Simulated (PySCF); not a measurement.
Relaxation of quintet HPdN

These are results of PySCF, UPBE0, basis Pd def2-TZVP with ECP28, N def2-TZVP, H def2-TZVP (scalar-relativistic core potentials, no spin–orbit coupling, density fitting), not measurements. A (50,194) grid was used.

A start displaced from a saddle point along its imaginary mode, of Cs symmetry, held to at least that symmetry:

Coordinates in bohr (charge 0 multiplicity 5):
```
Pd   -0.0012    0.0037    0.4022
N     0.0041   -0.0127   -3.2881
H     0.0700   -0.2157    3.4192
```

(1) What does it relax to?

(2) How much energy is released, and in how many steps?

Results:

(1) It ends at Cs with Pd–H 1.588 Å, Pd–N 1.974 Å; H–Pd–N 148.8°. A frequency run shows a minimum.

(2) 4.7 kJ/mol in 15 steps.

Other spin states or occupations of the open shell can lie lower. At this level a triplet minimum of Cs symmetry lies 118 kJ/mol below this structure.

The relaxation took about 100 core-seconds on a shared host.
